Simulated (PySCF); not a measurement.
EPR parameters of C3H7Si2

Compound: C3H7Si2 (doublet state).
Numbering: `[SiH3:1][C@H:2]1[CH:3]=[CH:4][SiH:5]1` (hydrogens: H6, H7, H8 on Si1; H9 on C2; H10 on C3; H11 on C4; H12 on Si5)

Cartesian coordinates in Å at the GFN2-xTB level; atoms count from 1:
```xyz
12
C3H7Si2 angstrom
Si     1.725   -0.083    0.269
C      0.080   -0.418   -0.607
C     -1.042   -0.774    0.325
C     -1.961    0.195    0.213
Si    -1.011    1.115   -1.119
H      2.233   -1.301    0.907
H      1.523    0.945    1.293
H      2.695    0.392   -0.721
H      0.231   -1.180   -1.377
H     -1.053   -1.649    0.958
H     -2.898    0.276    0.742
H     -0.520    2.480   -0.908
```

Theory: UKS B3LYP, pcH-1 on C H Si, non-relativistic, mean-field spin-orbit, GIAO in PySCF 2.14.0. Isolated species at its GFN2-xTB geometry, gas phase. The geometry wasn't refined by DFT: couplings that depend on bond lengths, twists or pyramidal angles can differ widely from those at the functional's own minimum, by a factor of two or more for some ions and for spin on atoms past the first row. No stability test was run, so a lower SCF solution isn't excluded.

| Item | Value |
| --- | --- |
| g1, g2, g3 | 2.00229, 2.00251, 2.00406 |
| g_iso | 2.00295 |
| Form of g | close to axial: the two nearest values differ by 12 % of g3 − g1 |
| ⟨S²⟩ | 0.7537 (exact 0.7500) |
| α and β electrons | 27, 26 |
| HOMO–LUMO gap, α and β orbitals | 5.35, 4.24 eV |
| Total energy | -697.45282 Eh |
| Basis functions | 215 |

Isotropic coupling and dipolar principal values T1 to T3, in MHz:

```csv
atom,isotope,a_iso,of which spin–orbit,T1,T2,T3,Mulliken spin population
Si1,29Si,-2.1,0.0,-0.9,0.3,0.6,0.00
C2,13C,6.5,0.0,-4.1,-3.8,7.9,0.01
C3,13C,17.8,0.0,-11.2,-10.5,21.6,0.13
C4,13C,6.5,0.0,-11.4,-0.2,11.5,-0.05
Si5,29Si,-491.4,1.0,-158.5,77.1,81.4,0.86
H6,1H,12.3,0.0,-0.9,-0.6,1.5,0.01
H7,1H,0.5,0.0,-1.6,-0.9,2.5,0.00
H8,1H,3.7,0.0,-1.1,-0.8,2.0,0.00
H9,1H,2.1,0.0,-3.5,-1.6,5.0,0.00
H10,1H,18.1,0.0,-6.2,-1.5,7.7,0.01
H11,1H,0.2,0.0,-3.5,0.0,3.5,0.00
H12,1H,92.2,0.0,-8.6,1.2,7.4,0.04
```

The Mulliken spin populations are largest on Si5 (+0.86) and C3 (+0.13). Si5 is the only atom above +0.15. The angles at Si5 add up to 315.2°, so it is pyramidal.

Under fast tumbling the dipolar parts average out, and these isotropic splittings remain: 1 × 1H (H12, I = 1/2, 2 lines) with 3.29 mT, 1 × 1H (H10, I = 1/2, 2 lines) with 0.65 mT, 3 × 1H (H6/H7/H8, I = 1/2, 4 lines) with 0.20 mT and 1 × 1H (H9, I = 1/2, 2 lines) with 0.08 mT.

Means are taken over nuclei equivalent by connectivity, which assumes that they swap fast. The three 1H nuclei of mean +5.5 MHz run from 0.5 to 12.3 MHz in the frozen geometry.

The 13C coupling of C3 (17.8 MHz) shows only in satellite lines or after enrichment, since that isotope makes up about 1.07 % of natural carbon.

The 29Si coupling of Si5 (-491.4 MHz) shows only in satellite lines or after enrichment, since that isotope makes up about 4.7 % of natural silicon.
